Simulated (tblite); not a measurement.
Compound: C6H6ClF3O2.
Structure used (GFN2-xTB), in Å, numbered top down from 1:
```xyz
18
C6H6ClF3O2 angstrom
C      2.3888    0.1352    0.5485
O      1.5419    0.4014   -0.5574
C      0.5039   -0.4680   -0.7037
C     -0.6129   -0.1145   -1.6051
C     -0.8949   -0.0994   -0.1134
C     -1.6677   -1.1435    0.5698
O     -2.2248   -1.0658    1.6133
Cl    -1.6696   -2.6826   -0.3126
C     -1.0418    1.2524    0.5621
F     -2.3271    1.5971    0.7100
F     -0.4697    2.2440   -0.1264
F     -0.4910    1.2697    1.7840
H      1.8582    0.2653    1.4957
H      3.1986    0.8576    0.4821
H      2.7924   -0.8811    0.4932
H      0.7570   -1.5212   -0.5853
H     -0.5680    0.8534   -2.0821
H     -1.0820   -0.8937   -2.1845
```

Method: GFN2-xTB as coded in tblite; computed harmonic values from a numerical Hessian at the method's own geometry, unscaled. This tight-binding method is rough: wavenumbers can miss measured ones by several per cent, in bad cases by 10 to 20. One conformer, not necessarily the lowest.

Harmonic wavenumbers (cm⁻¹): 47.7, 59.8, 93.0, 112.4, 136.4, 141.7, 178.1, 209.9, 259.8, 304.7, 336.0, 347.0, 424.9, 453.4, 476.9, 501.2, 521.5, 549.7, 635.6, 644.5, 751.6, 827.5, 869.2, 933.5, 1000.0, 1036.8, 1063.1, 1069.9, 1077.9, 1097.3, 1100.5, 1130.7, 1155.0, 1231.1, 1237.5, 1294.9, 1349.7, 1402.0, 1432.6, 1460.0, 1471.0, 1815.9, 2939.4, 2963.1, 2964.6, 3046.4, 3095.9, 3121.6.

A = 1027, B = 735.4, C = 553.0 MHz; mass 202.001 u (most abundant isotopes); point group C1, symmetry number 1.

Zero-point energy?

½Σν̃ = 25186 cm⁻¹ = 72.01 kcal/mol.

What is S at 400 K and 1 bar for an ideal gas of classical rigid rotors and harmonic oscillators?

Translation 43.30, rotation 31.90, vibration 50.62: S = 125.8 cal/(mol K).

And Cp and H(400 K) − H(0)?

Cp = 55.35 cal/(mol K), of which vibrations give 47.40 (their classical limit is 48 R = 95.4); H(400 K) − H(0) = 13.48 kcal/mol without the zero-point energy, 10.30 from vibrations.

Blend soft modes into free rotors: weight 1/[1 + (100 cm⁻¹/ν̃)⁴] for the oscillator and the rest for a rotor with moment μB/(μ + B), μ = h/(8π²ν), B = 10⁻⁴⁴ kg m². What vibrational entropy results?

46.75 cal/(mol K) in place of 50.62, which changes −T·S at 400 K by +1.55 kcal/mol.

What must be added to the electronic energy to get the Gibbs energy at 400 K and 1 bar?

ZPE + [H(400 K) − H(0)] − T·S = 72.01 + 13.48 − 50.33 = 35.16 kcal/mol.

How do the functions run with temperature in this model?

```tsv
T (K)	S (cal/(mol K))	Cp (cal/(mol K))	H − H(0) (kcal/mol)	G − H(0) (kcal/mol)	ln q(vib)
100	75.5	22.6	1.48	-6.07	2.25
200	95.1	34.8	4.37	-14.64	5.78
300	111.3	45.7	8.41	-24.98	9.21
500	139.0	63.2	19.42	-50.10	15.69
800	172.4	78.3	40.90	-97.04	24.43
1000	190.6	84.3	57.20	-133.38	29.61
```

q(vib) and H(0) count from the zero-point level.

Which modes carry the vibrational entropy at 400 K?

47.7 cm⁻¹: 5.49; 59.8 cm⁻¹: 5.04; 93.0 cm⁻¹: 4.17; 112.4 cm⁻¹: 3.80; 136.4 cm⁻¹: 3.42; 141.7 cm⁻¹: 3.35 cal/(mol K); the other 42 give 25.34 together.

Hindered rotation and anharmonicity are outside this model. Other conformers, if any are populated, would add a mixing term that is left out. The structure is chiral; the term R ln 2 for an equal mix with its mirror image is left out.
